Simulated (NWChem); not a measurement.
InHBr$_{2}$; SMILES [Br][InH][Br]

This build's default masses of Se (78.918 u) and Br (79.917 u) are each other's, which moves their modes by up to 0.6 %. def2 effective core potentials on In; no spin-orbit coupling.

Question: Give the equilibrium geometry at PBE0/def2-SVP with def2 effective core potentials on In (NWChem) as a Z-matrix, with the point group.

Answer: point group C2v; any orientation.
```
In
H 1 1.7075
Br 1 2.4763 2 123.14
Br 1 2.4763 2 123.14 3 180.00
```
